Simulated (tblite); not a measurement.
Species: C₂H₆B₂F₂O₂.
Geometry (GFN2-xTB, Å), atoms numbered from 1 in this order:
```
atom  x, y, z in Å
C1    -2.3205    0.1279    0.0360
B2    -1.1905   -0.9297    0.3923
O3    -0.1330   -0.5753    1.0857
B4     0.9178   -0.1290    1.7150
O5     2.0170    0.3816    1.0484
C6     2.1028    0.4844   -0.2849
F7     2.3539    1.7666   -0.6364
F8     3.1579   -0.2283   -0.7425
H9    -2.0577    1.1429    0.3236
H10   -3.2489   -0.1297    0.5423
H11   -2.5461    0.1223   -1.0280
H12   -1.2807   -2.0563    0.0532
H13    1.0177   -0.1317    2.8809
H14    1.2094    0.1540   -0.8476
```

Calculated harmonic vibrations of the isolated species, GFN2-xTB (tblite), most abundant isotopes, no scaling. Against measured fundamentals such values can be off by several per cent, at times by over 20. Modes of hydrogen on boron can be 10 to 20 % off. One conformer, not necessarily the lowest. The optimisation stopped once no atom felt more than 0.01 eV/Å.

Lowest wavenumbers of the output (negative numbers stand for imaginary wavenumbers):
```
mode    cm-1
  1     -22.6
  2      45.6
  3      79.6
  4      87.1
  5     122.0
  6     207.3
  7     246.4
  8     389.4
```

Question: Is this structure a minimum?

Answer: Not by this Hessian. 1 mode is imaginary beyond 20i (23i cm⁻¹), so at this level the point lies at or near a first-order saddle. The curvature is small, so loose convergence or finite differences may be the whole cause.

Question: Which atoms move in the imaginary mode?

Answer: 23i: F7 (fluorine of a CF2 group) 40 %, F8 (fluorine of a CF2 group) 36 %. These are shares of the mass-weighted motion.

Question: What is the remedy?

Answer: Step along that mode in both directions, optimise again with tighter thresholds and repeat the frequencies. The zero-point energy of this point (57.8 kcal/mol) counts the 35 real modes alone, and thermal corrections from it aren't those of a minimum.
